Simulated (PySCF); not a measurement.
An unknown gives this computed stick spectrum. The calculation used PySCF 2.14.0, density-fitted response routines, TDDFT CAM-B3LYP/def2-SVPD, vertical, gas phase, core orbitals frozen in the response. Geometries: GFN2-xTB, one conformer each.

| state | λ (nm) | f |
| --- | --- | --- |
| S1 | 313.9 | 0.0006 |
| S2 | 267.7 | 0.284 |
| S3 | 244.2 | 0.048 |
| S4 | 231.4 | 0.011 |
| S5 | 190.2 | 0.0006 |
| S6 | 187.0 | 0.189 |
| S7 | 186.4 | 0.0003 |
| S8 | 176.5 | 0.0000 |

Triplets computed (Tamm–Dancoff): 2.82, 3.48, 3.97 eV.

Question: Which structure fits?
A. `COc1[nH]c(C)cp1`
B. `c1pc(C=O)[nH]c1`
C. `CC(=O)O[SiH]1N[SiH2]N1`
D. `C#CC[P@@H](C)=O`

Answer: B. Its S1, at 3.95 eV, is the lowest among the candidates; the nearest of the others has S1 at 5.28 eV. S1 is HOMO-2→LUMO (91%). Löwdin shares by element: HOMO carbon 43% or more, phosphorus 24%, oxygen 10% (atoms not listed hold the other 23%); LUMO carbon 31% or more, phosphorus 25%, oxygen 18% (atoms not listed hold the other 26%). At the same level the other candidates give, for their lowest levels:
- `COc1[nH]c(C)cp1`: 235 nm (f 0.110); 234 nm (f 0.004); 222 nm (f 0.007); 213 nm (f 0.064); 198 nm (f 0.014); T1 3.50 eV; HOMO -6.78, LUMO 1.18 eV
- `CC(=O)O[SiH]1N[SiH2]N1`: 210 nm (f 0.001); 208 nm (f 0.023); 195 nm (f 0.002); 182 nm (f 0.000); 171 nm (f 0.001); T1 5.40 eV; HOMO -8.61, LUMO 0.71 eV
- `C#CC[P@@H](C)=O`: 188 nm (f 0.000); 183 nm (f 0.024); 181 nm (f 0.002); 169 nm (f 0.004); 165 nm (f 0.009); T1 5.45 eV; HOMO -9.08, LUMO 1.13 eV

Conformer computed: `[O:1]=[CH:2][c:3]1[nH:4][cH:5][cH:6][p:7]1`: O1–C2–C3–N4 0°.
